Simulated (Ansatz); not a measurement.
# Two structures, one formula

The two ends of one reaction step of SiN2H4Cl2, closed shell (PBE0-D4/def2-TZVP).

A:

| atom | x (Å) | y (Å) | z (Å) |
| --- | --- | --- | --- |
| Si1 | -0.6612 | 0.2054 | 0.3032 |
| N2 | 1.1347 | -0.2621 | -0.1245 |
| N3 | -1.2677 | -0.0023 | -1.1528 |
| H4 | 1.0322 | -0.4686 | -1.1198 |
| Cl5 | -0.3154 | 2.0386 | 1.2151 |
| Cl6 | -0.9536 | -1.0607 | 1.9229 |
| H7 | 1.4652 | -1.0836 | 0.3734 |
| H8 | 1.7914 | 0.5012 | 0.0110 |
| H9 | -2.2256 | 0.1320 | -1.4285 |

B:

```xyz
9
angstrom
Si -0.2091 0.1806 0.3646
N 1.4414 -0.1598 0.2489
N -0.9622 -0.2535 -1.0838
H -0.6188 0.1096 -1.9583
Cl -0.2967 2.1663 0.8905
Cl -1.2582 -0.8243 1.8197
H 1.7479 -1.0835 -0.0108
H 2.1044 0.3154 0.8380
H -1.9486 -0.4505 -1.1086
```

Program: Ansatz 0.2.0. Basis: def2-TZVPP. Cores are frozen in the correlated methods. B3LYP uses VWN-RPA correlation.

(1) Which structure is lower at CCSD(T), and by how much? (Judge from chemistry; the value comes from the calculation.)

No T1 diagnostic of these runs exceeds 0.012.

## Answers

(1) Computed: B, by 184.8 kJ/mol (electronic energy, against the other). By their contacts, A is SiN₂H₄Cl₂ ([NH][Si]([NH3])([Cl])[Cl]) and B is SiN₂H₄Cl₂ ([NH2][Si]([NH2])([Cl])[Cl]).

All methods give the same order:

| method | E(B) − E(A) (kJ/mol) |
| --- | --- |
| SPW92 | -168.1 |
| PBE-D4 | -166.6 |
| BLYP-D4 | -168.7 |
| r2SCAN-D4 | -180.0 |
| B97M-V | -183.4 |
| PBE0-D4 | -182.7 |
| B3LYP-D4 | -182.3 |
| r2SCAN0-D4 | -190.3 |
| BHLYP-D4 | -199.3 |
| CAM-B3LYP-D4 | -191.2 |
| wB97X-V | -191.3 |
| wB97M-V | -186.6 |
| B2PLYP | -183.1 |
| PBE-QIDH | -189.5 |
| RPA on PBE | -180.4 |
| HF | -218.4 |
| MP2 | -182.6 |
| CCSD | -192.2 |
| CCSD(T) | -184.8 |

Labels in which every atom is bracketed show which atoms are joined, not bond orders.

For scale, one of the runs: CCSD(T)/def2-TZVPP, 244 basis functions, launched by `ansatz run in.yaml --threads 4 --pin off --events-out ev --progress --plain --max-ram 9574MiB`. Hardware: 4 CPU threads of an Arm Neoverse V1, shared host. Wall time 2.4 min; peak host memory 4.6 GiB.
